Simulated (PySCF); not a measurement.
Si(Cl)3(OSiH3) (Cl3H3OSi2), SMILES [SiH3]O[Si](Cl)(Cl)Cl.

Geometry: PBE0-D3(BJ)/def2-SVP. The values are those of a single conformer.

Method: PySCF with r2SCAN/def2-TZVP.

Isolated molecule, no solvent.

```
Property                                                                                                       Result
---------------------------------------------------------------------------------------------  ----------------------
total energy                                                                                      -2036.78773 hartree
highest occupied level                                                                                       -8.25 eV
lowest empty level                                                                                           -0.98 eV
orbital gap                                                                                                   7.27 eV
dipole moment                                                                                                  1.48 D
quadrupole, principal values (traceless, Buckingham form, about the centre of nuclear charge)  -2.26, -2.05, 4.31 D·Å
mean static polarisability                                                                      83.9 bohr³ (12.44 Å³)
polarisability, principal values                                                               81.2, 83.5, 87.1 bohr³
```
